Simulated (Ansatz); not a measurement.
Consider the atomization: `[SiH3][N]([SiH3])[In]([Cl])[Cl]` → 2 Cl• + 6 H• + In• + N• + 2 Si•.

Gas-phase electronic energies from Ansatz, PBE0-D4/def2-TZVP geometries. CCSD(T)/CBS adds triple-zeta CCSD(T) − MP2 to the extrapolated MP2 energy (def2 sets, frozen cores). This one scheme is used for every species, atoms too. Functionals use def2-TZVPP. Open shells (•) are unrestricted, without spin–orbit coupling. Spin–orbit coupling would lower the free atoms: a little for Cl, Si; strongly for In. def2 core potentials past Kr. For In outer-core shells are correlated without core-valence functions, so the limit isn't a true one: a few kJ/mol of doubt a bond, and 10 to 20 or more in all where bonds break to atoms. Each species was taken in one conformer, which may not be the lowest.

| level | ΔE (kcal/mol) |
| --- | --- |
| BLYP | 815.7 |
| CAM-B3LYP | 841.8 |

(1) What does CCSD(T)/CBS give? (Estimate.)

Largest T1 diagnostic among the species: 0.015.

## Answers

(1) Computed: +858.9 kcal/mol. The listed levels differ from it by -43.2, -17.1 kcal/mol.

From PBE to PBE0 (25 % exact exchange), in def2-TZVPP and without D4, ΔE moves by −3.7 kcal/mol: exact exchange takes away binding that semilocal exchange gives to molecules. The D4 term adds +15.7 kcal/mol with B3LYP and +8.4 kcal/mol with PBE0; it sums over pairs of atoms, weighted by their polarisabilities, and B3LYP, whose exchange is more repulsive, gets the larger term. In def2-TZVPP, CCSD(T) changes the Hartree–Fock value by +206.3 kcal/mol (the triples alone add +13.3 kcal/mol) and MP2 by +214.4 kcal/mol; breaking electron pairs costs correlation energy, which Hartree–Fock lacks.

B3LYP here is the variant with VWN-RPA as its local correlation; programs differ in this.

For atomizations the MP2-based limit and the directly extrapolated one differ by several kJ/mol either way, and by 10 to 25 for some Ge, Se and Sn compounds, so smaller differences from it don't rank the levels.
